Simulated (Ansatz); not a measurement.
Species: sum formula CaOFH, net charge 0, singlet state. 
Structure (B3LYP-D3(BJ)/def2-TZVP (Ansatz, an electronic-structure program) minimum search):
```
Ca
F 1 2.0222
O 1 2.0254 2 156.59
H 3 0.9553 1 173.81 2 0.00
```
Charge 0, spin multiplicity 1.

Property: atomisation energy (electronic, to ground-state atoms), in eV. Correlated levels leave the core frozen unless marked. Open shells are spin-unrestricted. No spin-orbit coupling. The frozen core is the preceding noble-gas configuration, with the filled d and f shells of earlier blocks. The outer core of K, Ca and their heavier congeners is not correlated, a term that matters for these elements. Non-relativistic. CBS(X,Y): correlation extrapolated as X^-3; Hartree-Fock from the larger set. The bracket is a focal-point correction in the basis named.

```csv
level,program,atomisation energy (eV),rough core time
B97M-V/def2-TZVPD,Ansatz,14.87,under 20 s
B2GP-PLYP-D3(BJ)/def2-TZVPD,Ansatz + dftd3,14.75,under 20 s
MP2/6-31G*,Ansatz,14.20,-
MP2/def2-SVPD,Ansatz,15.19,-
SCS-MP2/STO-3G,Ansatz,2.76,-
CCSD/STO-3G,Ansatz,2.79,-
CCSD/def2-QZVPP,Ansatz,14.48,-
"RI-MP2/CBS(def2-TZVPP,def2-QZVPP)+[CCSD(T)-MP2]/def2-SVP",Ansatz,15.10,under 20 s
"CCSD(T)/CBS(def2-TZVPP,def2-QZVPP)",Ansatz,15.07,40 s
```

Core times are rough, on shared machines, summed over the molecules involved; a dash marks a level read off another run, or run on other hardware, by another program or under a memory cap.
